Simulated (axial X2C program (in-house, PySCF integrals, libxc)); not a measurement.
## SnC: from the spin-free to the two-component result

All values were computed with an in-house relativistic program for diatomic molecules. Spin-free means the one-electron spin-free X2C Hamiltonian; two-component (2c) means X2C with spin–orbit coupling and atomic mean-field two-electron Coulomb and Gaunt terms, so the difference of the two also holds small scalar two-electron terms. Basis: Sn dyall-cv3z [11s12p9d4f1g], C dyall-v3z [7s6p2d1f] (cores contracted in-house); Gaussian nuclei, density fitting, unrestricted open shells. Masses: Sn 119.902 u, C 12.000 u.

Spin-free state: M_S = 1, Λ = 1 (beyond evenly filled blocks: σα, π+α, π+β, π-α); fragments Sn + C.

```csv
level,Re (Å),ωe (cm⁻¹),De (eV),μ (D)
PBE0,2.008,649.0,3.128,-2.52
HF,2.099,575.6,1.667,-1.87
BHandHLYP,2.022,613.2,2.645,-2.51
```

Dipoles are positive if C is the positive end.

Two-component determinant lowest at the distance of the search:

Ω = 2 (⟨Sz⟩ = 1.00, ⟨Lz⟩ = 1.00 at PBE0); fragments Sn + C.

| level | Re (Å) | ωe (cm⁻¹) | μ (D) |
| --- | --- | --- | --- |
| PBE0 | 2.014 | 636.0 | -2.45 |
| HF | 2.102 | 572.4 | -1.88 |
| BHandHLYP | 2.029 | 604.6 | -2.45 |

(1) From the two tables, how do the constants change at the PBE0 level (2c against spin-free)?

The state is one determinant whose occupation by symmetry is held fixed; it was picked as the lowest of a PBE0 search that is not exhaustive. Dissociation energies refer to the lowest single-determinant-based atoms at the same level and basis. De is not given where an atomic determinant may have missed its ground term or J level, or where the truncated virtual space spoils (T). Density functionals use the spin component along the axis (collinear). PBE0 can misorder states that lie within some tenths of an eV, so this need not be the ground state of the molecule. The nearest other spin-free determinant of the search, M_S = 1, Λ = 0, lies 0.21 eV up at the distance of the search. The functionals have no current-density term, which raises determinants with orbital currents, atoms included. With several unpaired electrons one determinant need not be a pure state. Open-shell Ω = 0 determinants with evenly filled partner blocks cannot be reached by this program, so the Ω shown need not be the lowest component. The determinant is spin-polarised beyond a pure state at some levels (its spin-free form has ⟨S²⟩ too high), which makes Re and μ there less reliable.

Answers

(1) At the PBE0 level Re rises by 0.006 Å and ωe goes down by 13.0 cm⁻¹.
